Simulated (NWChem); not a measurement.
# C3H2FNS; SMILES s1cnc(c1)F

**Question.** Give the equilibrium geometry at PBE0/def2-SVP (NWChem) as a list of bonds and angles, with the point group.

**Answer.** point group Cs; any orientation.
Bond lengths (Å): F1–C2 1.316, C2–C3 1.369, C2–N6 1.347, C3–S4 1.716, C3–H7 1.087, S4–C5 1.725, C5–N6 1.299, C5–H8 1.092. Bond angles (°): F1–C2–C3 124.0, F1–C2–N6 118.6, C3–C2–N6 117.4, C2–C3–S4 108.3, C2–C3–H7 128.5, S4–C3–H7 123.2, C3–S4–C5 89.3, S4–C5–N6 115.2, S4–C5–H8 120.7, N6–C5–H8 124.0, C2–N6–C5 109.8.
